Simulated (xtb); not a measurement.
Job for xtb: GFN2-xTB on CH4SSi (SMILES C[Si]S), a point of a torsion scan.

```
$ xtb mol.xyz --gfn 2 --sp --chrg 0 --uhf 0
7

C     -0.92127502    -0.12754103    -0.06259842
Si     0.01204949     1.54870677    -0.13479385
S      0.85145691     1.42794190    -2.16082478
H     -0.36991211    -0.94846481    -0.52329981
H     -1.87845569    -0.04637731    -0.57951916
H     -1.13651098    -0.40686084     0.96657585
H      0.35610478     0.25935938    -2.54914321
```

Q: Give the final energy of this run.

A: -9.1202 hartree.
